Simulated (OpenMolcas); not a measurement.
# GeCl2 (germanium dichloride): the electronic atomisation energy, rung by rung

GeCl2 has 3 atoms, charge 0, and is taken as a singlet. As SMILES, `Cl[Ge]Cl`. Geometry: relaxed at PBE0-D4/def2-TZVP.

| atom | x (Å) | y (Å) | z (Å) |
| --- | --- | --- | --- |
| Cl | -0.0654 | -1.6817 | 0.4227 |
| Ge | -0.4212 | 0.0672 | -0.8320 |
| Cl | 0.4866 | 1.6145 | 0.4093 |

Quantity: the electronic atomisation energy, in eV. The values are calculated. Electronic energies at fixed atoms, without zero-point motion or spin-orbit coupling.

```csv
level,kind,program,value (eV),less CCSD(T)/aug-cc-pVDZ,CPU time (all runs)
SVWN5/aug-cc-pVDZ,LDA,OpenMolcas,9.72,+2.17,34 s
BLYP/aug-cc-pVDZ,GGA,OpenMolcas,7.99,+0.44,50 s
revPBE/aug-cc-pVDZ,GGA,OpenMolcas,8.02,+0.47,43 s
M06-L/aug-cc-pVDZ,meta-GGA,OpenMolcas,8.78,+1.23,80 s
TPSS/aug-cc-pVDZ,meta-GGA,OpenMolcas,8.28,+0.73,52 s
r2SCAN/aug-cc-pVDZ,meta-GGA,OpenMolcas,8.33,+0.78,64 s
PBE0/aug-cc-pVDZ,global hybrid,OpenMolcas,8.14,+0.59,39 s
"CCSD(T)/aug-cc-pVDZ, open shells restricted",coupled cluster or CI,OpenMolcas,7.55,0.00,72 s
```

Differences are taken from CCSD(T)/aug-cc-pVDZ, open shells restricted for orientation; it has basis-set and higher-order errors of its own. All-electron rows without a relativistic Hamiltonian named are non-relativistic. The values span 7.55 to 9.72 eV. In the correlated wave-function rows the outer d shell of Ge is correlated, in sets not made for it. CPU times are rough (shared hosts, several kinds of processor and program).
